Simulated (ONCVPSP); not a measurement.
## What one change does to a pseudopotential (zirconium, ONCV)

| Property | Result |
| --- | --- |
| Element | Zr (Z = 40) |
| Generator | ONCVPSP 4.0.1 |
| Type | optimised norm-conserving Vanderbilt (ONCV) |
| Functional | PW91 |
| Relativity | scalar-relativistic |
| Frozen core | [Ar] 3d10 |
| Valence charge | 12 |
| Reference configuration | 4s2 4p6 4d2 5s1 5p1 |
| Partial waves | 4s+5s: rc 2.05 bohr, ncon 3, nbas 7, qcut 6.9 1/bohr, 2 projectors; 4p+5p: rc 2.05 bohr, ncon 4, nbas 7, qcut 6 1/bohr, 2 projectors; 4d: rc 2.55 bohr, ncon 5, nbas 10, qcut 5.1 1/bohr, 1 projector |
| Local potential | polynomial inside 1.30 bohr (lpopt 5, dvloc0 0 Ha) |
| Core correction | Teter function, fcfact 3.5, rcfact 1.15 |

All-electron outer shells of the reference configuration (PW91, scalar-relativistic, ld1.x):

```tsv
shell	level (eV)	outermost node (bohr)	outermost maximum (bohr)
3p	-318.99	0.18	0.40
3d	-176.08	–	0.35
4s	-55.80	0.55	1.08
4p	-33.74	0.56	1.17
5s	-5.21	1.46	3.11
4d	-4.70	0.58	1.59
5p	-2.07	1.69	4.05
```

Change: s: qcut 7.5; p: qcut 6.5; d: qcut 5.5.

Cutoffs: the cutoffs (Ha) at which the residual kinetic energy of the hardest occupied pseudo-wave falls to 1 and 0.1 mHa per electron; they do not see the model core or the augmentation charge, which bear on the density cutoff. Errors are all-electron minus pseudo energies relative to the spin-unpolarised reference configuration.

Q: How do hardness, ghosts and transferability respond?

A: The potential gets harder (14 Ha and 17 Ha → 16 Ha and 20 Ha); of the 4 tests that both files solve, the error grows in 0 and shrinks in 1 by more than 15 % and 0.3 meV (median size 2.5 → 2.3 meV); neither file shows a bound ghost.

```csv
quantity,base,changed
"cutoff, loose",14 Ha,16 Ha
"cutoff, tight",17 Ha,20 Ha
loose cutoff by channel,"s 14 Ha, p 10 Ha, d 11 Ha","s 16 Ha, p 10.0 Ha, d 11 Ha"
bound ghosts,none,none
GHOST(+) flags under 300 eV,s at 136.2 eV,s at 144.2 eV
"error for 4s2 4p6 4d2 5s2 5p0, meV [ΔE -3.06 eV]",0.0,+0.1
"error for 4s2 4p6 4d2 5s1 5p0, meV [ΔE 4.13 eV]",-0.7,-0.7
"error for 4s2 4p6 4d2 5s0 5p0, meV [ΔE 17.11 eV]",-4.3,-3.8
"error for 4s2 4p6 4d1 5s2 5p1, meV [ΔE -0.04 eV]",+11,+9.0
s: phases at 2.08 bohr within 0.05 rad from the reference energy up to (Ha; the scan ends near 5),4.0,4.4
p: phases at 2.08 bohr within 0.05 rad from the reference energy up to (Ha; the scan ends near 5),to the end of the scan,to the end of the scan
d: phases at 2.58 bohr within 0.05 rad from the reference energy up to (Ha; the scan ends near 5),1.0,1.0
"rms error of d²Exc/dni dnj with the model core, mHa",0.53,0.60
```
